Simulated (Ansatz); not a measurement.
Geometry optimisation, Ansatz 0.2.0, RKS revPBE-D4/def2-mTZVP.

input.yaml

```yaml
crystal:
  periodic: [false, false, false]
  atoms:
    - { symbol: Sn, position_ang: [0.0, 0.0, 0.0] }
    - { symbol: H, position_ang: [0.923, 0.0, 1.7063] }
    - { symbol: Cl, position_ang: [2.5085, 0.0, 0.7209] }
    - { symbol: H, position_ang: [-0.8195, 1.4198, -0.5794] }
    - { symbol: H, position_ang: [-0.8195, -1.4198, -0.5794] }
basis:
  gaussian: { orbitals: def2-mTZVP }
hamiltonian:
  xc: revpbe
  dispersion: d4
relax:
  f_tol: 0.15
  max_steps: 25
  restrain:
    - { distance: [1, 2], at: 1.37, k: 30.0 }
    - { distance: [0, 1], at: 2.94, k: 30.0 }
    - { distance: [0, 2], at: 3.61, k: 30.0 }
```

Run as:

```bash
$ ansatz run input.yaml --threads 1 --pin off --max-ram 2048MiB --backend cpu --events-out ev --progress --plain --runs-dir out
```

Where does it end, and by what steps?

It converged. The restraints hold the end off the free minimum. After 8 steps the energy has fallen by 0.957 eV (the restraints' own energy left out); Sn1 moved furthest, 0.78 Å. Parted: Sn1–H2 (1.94 → 2.94 Å), Sn1–Cl3 (2.61 → 3.61 Å). Joined: H2–Cl3 (1.87 → 1.34 Å).

| step | energy less start (eV) | largest force component (eV/Å) | accepted |
| --- | --- | --- | --- |
| 0 | 0.0000 | 2.955 | yes |
| 1 | 0.7902 | 4.468 | yes |
| 2 | 1.4962 | 5.059 | yes |
| 3 | 1.3011 | 4.765 | yes |
| 4 | 0.0126 | 3.474 | yes |
| 5 | -0.6795 | 1.125 | yes |
| 6 | -0.9313 | 0.667 | yes |
| 7 | -0.9479 | 0.704 | yes |
| 8 | -0.9566 | 0.668 | yes |

```xyz
5
Properties=species:S:1:pos:R:3
Sn -0.746 0.000 0.236
H 1.663 0.000 1.919
Cl 2.750 0.000 1.128
H -0.937 1.283 -1.007
H -0.937 -1.283 -1.007
```

Time of the run: 12 s on 1 thread of Arm Neoverse V2, with other jobs on the host, peak memory 0.11 GiB.
